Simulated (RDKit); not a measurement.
Input file for RDKit: MMFF94 on SiH4 (SMILES [SiH4]).

```python
from rdkit import Chem
from rdkit.Chem import AllChem, rdDetermineBonds

blocks = [
'''5

Si   -0.00000000   -0.00000000    0.00000000
H     0.86054855    0.86054855    0.86054855
H    -0.86054855   -0.86054855    0.86054855
H    -0.86054855    0.86054855   -0.86054855
H     0.86054855   -0.86054855   -0.86054855
''',
]
mol = None
for b in blocks:
    f = Chem.MolFromXYZBlock(b)
    rdDetermineBonds.DetermineBonds(f, charge=0)
    mol = f if mol is None else Chem.CombineMols(mol, f)
Chem.SanitizeMol(mol)
print(Chem.MolToSmiles(Chem.RemoveHs(mol)))
ff = AllChem.MMFFGetMoleculeForceField(mol, AllChem.MMFFGetMoleculeProperties(mol), nonBondedThresh=100.0, ignoreInterfragInteractions=False)
e = ff.CalcEnergy()
print(f'MMFF94 energy {e:.6f} kcal/mol')
```

It printed:

```
[SiH4]
MMFF94 energy 0.039638 kcal/mol
```

The run finished.

Cost: roughly 0.03 core-seconds.
